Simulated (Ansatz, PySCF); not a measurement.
Here is a job for Ansatz (a first-principles code).
Ansatz 0.2 input:
```yaml
crystal:
  periodic: [false, false, false]
  atoms:
    - {symbol: Si, position_ang: [0.21403400, 0.21403400, 0.21403400]}
    - {symbol: H, position_ang: [-0.64210100, -0.64210100, 1.07016900]}
    - {symbol: H, position_ang: [-0.64210100, 1.07016900, -0.64210100]}
    - {symbol: H, position_ang: [1.07016900, -0.64210100, -0.64210100]}
basis:
  gaussian:
    orbitals: def2-TZVP
hamiltonian:
  xc: {name: wB97X}
total_charge: -1
accuracy: high
```

Write the same job for PySCF.

Several could match; the one computed here: 
```python
from pyscf import gto, scf, dft

mol = gto.Mole()
mol.atom = '''
    Si    0.21403400    0.21403400    0.21403400
    H    -0.64210100   -0.64210100    1.07016900
    H    -0.64210100    1.07016900   -0.64210100
    H     1.07016900   -0.64210100   -0.64210100
'''
mol.basis = 'def2-tzvp'
mol.charge = -1
mol.verbose = 4
mol.build()

mf = dft.RKS(mol)
mf.xc = 'wb97x'
mf.grids.atom_grid = (99, 590)
mf.grids.prune = None
mf.kernel()
```

Both were run: Ansatz gave -291.256020 Eh and PySCF -291.256021 Eh, 0.001 mEh apart.
